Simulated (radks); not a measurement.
Pm30+, configuration [Ar] 3d10 4s2 4p1 (the NIST ground configuration). Method: Dirac Kohn-Sham, exchange-only PBE, spin-unpolarised, spherical densities, point nucleus; open shells fill j = l - 1/2 first; computed with a radial shooting solver on a logarithmic mesh with Libxc functionals.

Normalised radial functions P(r) = r R(r) (large component), r in bohr:

r           3p3/2
0.002775   0.0212
0.003129   0.0265
0.003528   0.0330
0.003977   0.0412
0.004485   0.0512
0.005056   0.0636
0.005747   0.0799
0.006479   0.0987
0.007306   0.1216
0.008237   0.1493
0.009287   0.1826
0.01047    0.2224
0.01181    0.2695
0.01342    0.3290
0.01513    0.3940
0.01706    0.4686
0.01923    0.5528
0.02169    0.6462
0.02445    0.7473
0.02779    0.8610
0.03133    0.9689
0.03533    1.0722
0.03983    1.1632
0.04491    1.2322
0.05063    1.2677
0.05755    1.2543
0.06489    1.1800
0.07316    1.0343
0.08249    0.8094
0.093      0.5037
0.1049     0.1239
0.1192    -0.3434
0.1344    -0.8098
0.1515    -1.2652
0.1708    -1.6663
0.1926    -1.9707
0.2172    -2.1443
0.2448    -2.1690
0.2783    -2.0345
0.3138    -1.7838
0.3538    -1.4559
0.3989    -1.1011
0.4497    -0.7669
0.5071    -0.4881
0.5763    -0.2699
0.6498    -0.1380
0.7326    -0.0622
0.826     -0.0244
0.9314    -0.0082
1.05      -0.0023
1.193     -0.0005
1.346     -0.0001
1.517     0.0000
1.711     0.0000

3p3/2: eigenvalue -2336.4 eV, 1 radial node at r = 0.109 bohr, <r> = 0.257 bohr, 90 % of the charge inside 0.384 bohr.
